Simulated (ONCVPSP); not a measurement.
What one change does to a pseudopotential (aluminium, ONCV)

ONCVPSP 4.0.1 input, shortened (lines: element, Z, core and valence counts, functional; n l f; lmax; l rc ep ncon nbas qcut; lloc lpopt rc5 dvloc0; l nproj debl; icmod fcfact rcfact), PBEsol, scalar-relativistic:

```
  Al 13.00    3    2  -116133      upf
    1    0    2.00
    2    0    2.00
    2    1    6.00
    3    0    2.00
    3    1    0.75
    2
    0    1.75    0.00    3    7    3.60
    1    1.80    0.00    4    7    4.40
    2    1.90    0.28    4    9    4.30
    4    5    1.25    6.00
    0    2    1.80
    1    2    3.00
    2    3    1.40
    1    0.30    0.00
```

Change: all radii but the core radius scaled by about 0.81 (s 1.42, p 1.46, d 1.54 bohr); local potential polynomial inside 1.02 bohr (lpopt 5, dvloc0 6 Ha).

Cutoffs: the cutoffs (Ha) at which the residual kinetic energy of the hardest occupied pseudo-wave falls to 1 and 0.1 mHa per electron; they do not see the model core or the augmentation charge, which bear on the density cutoff. Errors are all-electron minus pseudo energies relative to the spin-unpolarised reference configuration.

Task: Predict the effect on cutoff, ghosts and configuration errors.

Result: The potential gets harder (5.5 Ha and 23 Ha → 57 Ha and 70 Ha); a bound ghost appears in d, p, s, which as a rule spoils a file; of the 4 tests that both files solve, the error grows in 1 and shrinks in 1 by more than 15 % and 0.3 meV (median size 0.7 → 0.1 meV). A smaller radius makes the pseudo-wave follow the all-electron one further in, where it bends more sharply, so more plane waves are needed.

| quantity | base | changed |
| --- | --- | --- |
| cutoff, loose | 5.5 Ha | 57 Ha |
| cutoff, tight | 23 Ha | 70 Ha |
| loose cutoff by channel | s 5.5 Ha, p 2.3 Ha | s 13 Ha, p 57 Ha |
| bound ghosts | none | s, p, d |
| GHOST(+) flags under 300 eV | none | none |
| error for 3s2 3p1, meV [ΔE -0.85 eV] | 0.0 | 0.0 |
| error for 3s2 3p0, meV [ΔE 4.89 eV] | +0.3 | +0.2 |
| error for 3s1 3p0, meV [ΔE 24.06 eV] | +6.9 | 0.0 |
| error for 3s1 3p2, meV [ΔE 4.27 eV] | -1.0 | -1.5 |
| rms error of d²Exc/dni dnj with the model core, mHa | 0.29 | 0.20 |

Base: The cutoffs count occupied waves only; projector 2 of the p channel, the hardest unoccupied one, needs 59 Ha at the loose tolerance. A true bound ghost makes a file unfit for plane-wave use even where its test errors are small: the radial tests pick states by their node count and pass the ghost by.
